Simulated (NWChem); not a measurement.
# BeICl; SMILES [Cl][Be][I]

```xyz
3

Be     0.7416     0.3673    -0.7839
Cl     1.9215     0.9521    -2.0315
I     -0.6657    -0.3295     0.7034
```
Atoms are numbered in this order, from 1.

Structure relaxed at the PBE0/def2-SVP level. def2 effective core potentials on I; no spin-orbit coupling.

Problem. List the 4 lowest vertical singlet excitations from PBE/def2-SVPD with def2 effective core potentials on I, full TDDFT (NWChem).

Solution. 
| state | energy (eV) | oscillator strength | leading excitation (squared amplitude) |
|---|---|---|---|
| S1 | 5.53 | 0.000 | HOMO−1 → LUMO (0.46) |
| S2 | 5.59 | 0.000 | HOMO−1 → LUMO+1 (0.44) |
| S3 | 5.59 | 0.000 | HOMO → LUMO+1 (0.44) |
| S4 | 5.85 | 0.034 | HOMO → LUMO+2 (0.96) |
